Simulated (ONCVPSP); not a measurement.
**An all-electron radial function and its pseudo partner (carbon (C))**

Columns: radius, all-electron u(r) and pseudo u(r) of the 2s shell (level -16.35 eV) of carbon in the configuration [He] 2s2 2p1.75; PBEsol, scalar-relativistic, ONCV scheme, ONCVPSP 4.0.1.

| r (bohr) | all-electron | pseudo |
| --- | --- | --- |
| 0.090 | -0.3228 | 0.0564 |
| 0.180 | -0.3363 | 0.1187 |
| 0.270 | -0.2117 | 0.1875 |
| 0.360 | -0.0357 | 0.2593 |
| 0.450 | 0.1475 | 0.3316 |
| 0.540 | 0.3161 | 0.4063 |
| 0.630 | 0.4613 | 0.4878 |
| 0.720 | 0.5802 | 0.5757 |
| 0.810 | 0.6727 | 0.6619 |
| 0.900 | 0.7406 | 0.7345 |
| 0.990 | 0.7868 | 0.7853 |
| 1.080 | 0.8143 | 0.8142 |
| 1.170 | 0.8262 | 0.8262 |
| 1.260 | 0.8254 | 0.8254 |
| 1.350 | 0.8145 | 0.8145 |
| 1.440 | 0.7956 | 0.7956 |
| 1.530 | 0.7708 | 0.7708 |
| 1.620 | 0.7415 | 0.7415 |
| 1.710 | 0.7092 | 0.7092 |
| 1.800 | 0.6748 | 0.6748 |
| 1.890 | 0.6394 | 0.6393 |
| 1.980 | 0.6035 | 0.6034 |
| 2.070 | 0.5677 | 0.5677 |
| 2.160 | 0.5325 | 0.5325 |
| 2.250 | 0.4981 | 0.4981 |
| 2.340 | 0.4649 | 0.4649 |

Problem. How many radial nodes do the two functions have?

Solution. The all-electron 2s function has n − l − 1 = 1; the pseudo-wave has 0, since the states of the same l below it are removed with the core.

Problem. At about which radius was the pseudo-wave matched?

Solution. 1.15 bohr, where the columns begin to agree (steps of 0.09 bohr).

Problem. Is the pseudo-wave norm-conserving?

Solution. Yes: the ONCV scheme keeps the norm inside the radius equal to the all-electron one, which fixes the energy derivative of the logarithmic derivative at the level.
